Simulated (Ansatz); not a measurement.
Total energies of C$_{6}$H$_{3}$FGe, SMILES `C#[C][Ge]([F])([C]#C)[C]#C`.

Cartesian coordinates in Å:
```
C 2.8312 0.1288 -0.8593
C 1.7670 0.1515 -0.2979
Ge 0.0900 0.1783 0.5559
F 0.3528 0.7005 2.1813
C -1.0769 1.4187 -0.2452
C -1.8223 2.2021 -0.7732
C -0.6741 -1.5395 0.6400
C -1.1637 -2.6382 0.6755
H 3.7763 0.1104 -1.3526
H -2.4830 2.8990 -1.2367
H -1.5974 -3.6116 0.7120
```

The species carries charge 0 and has multiplicity 1. Correlated methods include outer-core shells of Ge, which these sets cover unevenly. Scalar relativity is left out up to krypton. The structure was optimised at the PBE0-D4/def2-TZVP level. Basis def2-TZVPP, the Gaussian-basis code of Ansatz.

RPA on PBE orbitals: Hartree–Fock energy of these orbitals -2403.66946 Eh, correlation -2.12077 Eh (frozen core).

```tsv
functional	energy without D4 (Eh)	D4 term (kJ/mol)
LC-ωPBE	-2406.73564	–
ωB97M-V	-2407.05124	–
```

Q: Give the same for LDA (SPW92), PBE, revPBE, BLYP, r2SCAN, B97M-V, PBE0, B3LYP, r2SCANh, r2SCAN0, HSE06 (plane-wave form), BHLYP, CAM-B3LYP, ωB97X-V, B2PLYP, PBE-QIDH. (An estimate is asked.)

A: Computed: 
```tsv
functional	energy without D4 (Eh)	D4 term (kJ/mol)
LDA (SPW92)	-2401.32965	–
PBE	-2406.54730	-28.2
revPBE	-2407.00125	-76.5
BLYP	-2407.23830	-60.1
r2SCAN	-2407.07035	-7.4
B97M-V	-2406.84806	–
PBE0	-2406.61048	-24.3
B3LYP	-2407.31192	-45.4
r2SCANh	-2407.04315	-8.0
r2SCAN0	-2407.00438	-8.8
HSE06 (plane-wave form)	-2406.59433	-22.9
BHLYP	-2407.06675	-36.9
CAM-B3LYP	-2407.23105	-25.1
ωB97X-V	-2406.96740	–
B2PLYP	-2406.65811	–
PBE-QIDH	-2406.23982	–
```

B3LYP takes the VWN-RPA correlation (the form of Gaussian; ORCA's B3LYP/G). HSE06 is the plane-wave form, built on full-range PBE exchange. The double hybrids freeze the cores in their second-order part.

LC-ωPBE has ω = 0.4 bohr⁻¹.
